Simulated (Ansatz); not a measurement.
Geometry optimisation, RHF/def2-SVP in Ansatz.

Input file:

```yaml
crystal:
  periodic: [false, false, false]
  atoms:
    - { symbol: Ge, position_ang: [0.0, 0.0, 0.0] }
    - { symbol: O, position_ang: [0.0, 0.0, 2.12] }
    - { symbol: H, position_ang: [-0.9095, -0.2814, 2.4571] }
    - { symbol: H, position_ang: [1.4616, 0.0, -0.5162] }
    - { symbol: H, position_ang: [-0.73, 1.2648, -0.5162] }
    - { symbol: H, position_ang: [-0.73, -1.2648, -0.5162] }
    - { symbol: S, position_ang: [1.3309, -2.021, 0.8041] }
    - { symbol: H, position_ang: [0.5459, -3.1743, 0.6869] }
    - { symbol: H, position_ang: [0.6921, -1.0511, 1.9464] }
basis:
  gaussian: { orbitals: def2-SVP }
hamiltonian:
  xc: hf
relax:
  f_tol: 0.15
  max_steps: 25
  restrain:
    - { distance: [0, 6], at: 2.25, k: 30.0 }
    - { distance: [8, 1], at: 1.01, k: 30.0 }
    - { distance: [0, 1], at: 2.97, k: 30.0 }
    - { distance: [8, 6], at: 2.6, k: 30.0 }
```

Command:

```bash
$ ansatz run input.yaml --threads 1 --pin off --max-ram 2048MiB --backend cpu --events-out ev --progress --plain --runs-dir out
```

Task: Where does it end, and by what steps?

Result: The forces met the threshold. The restraints hold the end off the free minimum; the threshold counts their pulls, which the force column leaves out. Restrained pairs: Ge1–S7 (2.55 → 2.25 Å), O2–H9 (1.27 → 0.97 Å), Ge1–O2 (2.12 → 2.98 Å), S7–H9 (1.63 → 2.60 Å). After 24 steps the energy has fallen by 3.327 eV (the restraints' own energy left out); H5 moved furthest, 1.40 Å.

```
step  energy less start (eV)  largest force component (eV/Å)  accepted
   0                  0.0000                           3.310       yes
   1                 -0.1113                           2.919       yes
   2                 -0.4069                           1.684       yes
   3                 -0.8623                           1.373       yes
   4                 -1.6602                           1.131       yes
   5                 -2.2567                           1.361       yes
   6                 -2.7150                           1.268       yes
   7                 -2.9789                           1.024       yes
   8                 -3.0091                           1.094       yes
   9                 -3.0139                           2.066       yes
  10                 -3.0269                           2.876       yes
  11                 -3.1303                           1.195       yes
  12                 -3.1979                           1.276       yes
  13                 -3.2520                           1.398       yes
  14                 -3.2011                           2.595        no
  15                 -3.2777                           1.297       yes
  16                 -3.2960                           1.265       yes
  17                 -3.2761                           1.776        no
  18                 -3.2977                           1.379       yes
  19                 -3.3122                           1.261       yes
  20                 -3.3203                           1.225       yes
  21                 -3.2746                           2.013        no
  22                 -3.3219                           1.243       yes
  23                 -3.3222                           1.253       yes
  24                 -3.3267                           1.213       yes
```

```xyz
9
Properties=species:S:1:pos:R:3
Ge 0.419 -0.344 -0.459
O -0.784 -0.681 2.245
H -1.097 -0.033 2.859
H 1.080 -0.132 -1.830
H 0.398 0.998 0.268
H -0.964 -0.951 -0.646
S 1.722 -1.802 0.662
H 0.760 -2.705 0.865
H 0.129 -0.878 2.502
```

The run took 61 s on 1 thread of Arm Neoverse V1, with other jobs on the host, peak memory 0.19 GiB.
